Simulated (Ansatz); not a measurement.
Geometry optimisation, Ansatz 0.2.0, RKS PBE/6-31G.

The input (input.yaml):

```yaml
crystal:
  periodic: [false, false, false]
  atoms:
    - { symbol: Si, position_ang: [0.0, 0.0, 0.0] }
    - { symbol: "N", position_ang: [0.0, 0.0, 1.82] }
    - { symbol: H, position_ang: [-0.877, -0.2713, 2.35] }
    - { symbol: H, position_ang: [0.877, 0.2713, 2.35] }
    - { symbol: O, position_ang: [1.5842, 0.0, -0.5594] }
    - { symbol: Si, position_ang: [2.4906, -1.3762, -0.8866] }
    - { symbol: H, position_ang: [1.6598, -2.3521, -1.5857] }
    - { symbol: H, position_ang: [3.6318, -1.0202, -1.7249] }
    - { symbol: H, position_ang: [2.9691, -1.9538, 0.366] }
    - { symbol: O, position_ang: [-0.7913, 1.3709, -0.5594] }
    - { symbol: C, position_ang: [-2.1512, 1.4177, -0.9653] }
    - { symbol: H, position_ang: [-2.7687, 0.8215, -0.2614] }
    - { symbol: H, position_ang: [-2.5023, 2.4707, -0.9639] }
    - { symbol: H, position_ang: [-2.2473, 0.9975, -1.9882] }
    - { symbol: O, position_ang: [-0.7913, -1.3709, -0.5594] }
    - { symbol: Si, position_ang: [-1.673, -2.4329, 0.3983] }
    - { symbol: H, position_ang: [-1.2634, -2.287, 1.792] }
    - { symbol: H, position_ang: [-3.0964, -2.1323, 0.2761] }
    - { symbol: H, position_ang: [-1.4264, -3.8036, -0.0398] }
basis:
  gaussian: { orbitals: "6-31G" }
hamiltonian:
  xc: pbe
relax:
  f_tol: 0.02
  max_steps: 40
```

Command:

```bash
$ ansatz run input.yaml --threads 2 --pin off --max-ram 3072MiB --backend cpu --events-out ev --progress --plain --runs-dir out
```

**Question.** Where does it end, and by what steps?

**Answer.** It converged. The force dipped under the threshold on the way, but the program's further checks kept it going. Limits of this set-up: no polarisation functions. After 37 steps the energy has fallen by 1.096 eV; H17 moved furthest, 1.43 Å.

```json
{"step": "0", "energy less start (eV)": "0.0000", "largest force component (eV/Å)": "2.307", "accepted": "yes"}
{"step": "2", "energy less start (eV)": "-0.8256", "largest force component (eV/Å)": "0.221", "accepted": "yes"}
{"step": "4", "energy less start (eV)": "-0.9229", "largest force component (eV/Å)": "0.424", "accepted": "yes"}
{"step": "6", "energy less start (eV)": "-1.0220", "largest force component (eV/Å)": "0.289", "accepted": "yes"}
{"step": "8", "energy less start (eV)": "-1.0557", "largest force component (eV/Å)": "0.421", "accepted": "yes"}
{"step": "10", "energy less start (eV)": "-1.0780", "largest force component (eV/Å)": "0.174", "accepted": "yes"}
{"step": "12", "energy less start (eV)": "-1.0805", "largest force component (eV/Å)": "0.227", "accepted": "yes"}
{"step": "14", "energy less start (eV)": "-1.0889", "largest force component (eV/Å)": "0.063", "accepted": "yes"}
{"step": "16", "energy less start (eV)": "-1.0910", "largest force component (eV/Å)": "0.043", "accepted": "yes"}
{"step": "18", "energy less start (eV)": "-1.0915", "largest force component (eV/Å)": "0.017", "accepted": "yes"}
{"step": "20", "energy less start (eV)": "-1.0920", "largest force component (eV/Å)": "0.025", "accepted": "yes"}
{"step": "22", "energy less start (eV)": "-1.0925", "largest force component (eV/Å)": "0.034", "accepted": "yes"}
{"step": "24", "energy less start (eV)": "-1.0930", "largest force component (eV/Å)": "0.050", "accepted": "yes"}
{"step": "26", "energy less start (eV)": "-1.0938", "largest force component (eV/Å)": "0.037", "accepted": "yes"}
{"step": "28", "energy less start (eV)": "-1.0942", "largest force component (eV/Å)": "0.046", "accepted": "yes"}
{"step": "30", "energy less start (eV)": "-1.0946", "largest force component (eV/Å)": "0.010", "accepted": "yes"}
{"step": "32", "energy less start (eV)": "-1.0949", "largest force component (eV/Å)": "0.020", "accepted": "yes"}
{"step": "34", "energy less start (eV)": "-1.0933", "largest force component (eV/Å)": "0.140", "accepted": "no"}
{"step": "36", "energy less start (eV)": "-1.0954", "largest force component (eV/Å)": "0.072", "accepted": "no"}
{"step": "37", "energy less start (eV)": "-1.0959", "largest force component (eV/Å)": "0.017", "accepted": "yes"}
```

```xyz
19
Properties=species:S:1:pos:R:3
Si -0.189 -0.056 0.599
N 0.150 0.274 2.269
H -0.450 0.858 2.842
H 1.043 0.020 2.677
O 1.276 -0.625 -0.040
Si 2.220 -1.242 -1.336
H 1.370 -2.050 -2.301
H 2.877 -0.104 -2.092
H 3.291 -2.136 -0.748
O -0.800 1.391 -0.111
C -1.650 1.418 -1.299
H -2.419 0.628 -1.259
H -2.130 2.407 -1.321
H -1.045 1.291 -2.216
O -1.396 -1.224 0.284
Si -1.990 -2.778 0.737
H -2.569 -2.753 2.140
H -3.077 -3.148 -0.248
H -0.888 -3.824 0.682
```

Whether the end is a true minimum wasn't checked by a vibrational analysis.

Time of the run: 2.7 min on 2 threads of Intel(R) Xeon(R) Platinum 8259CL CPU @ 2.50GHz (Skylake/Cascade Lake) (shared host), peak memory 0.2 GiB.
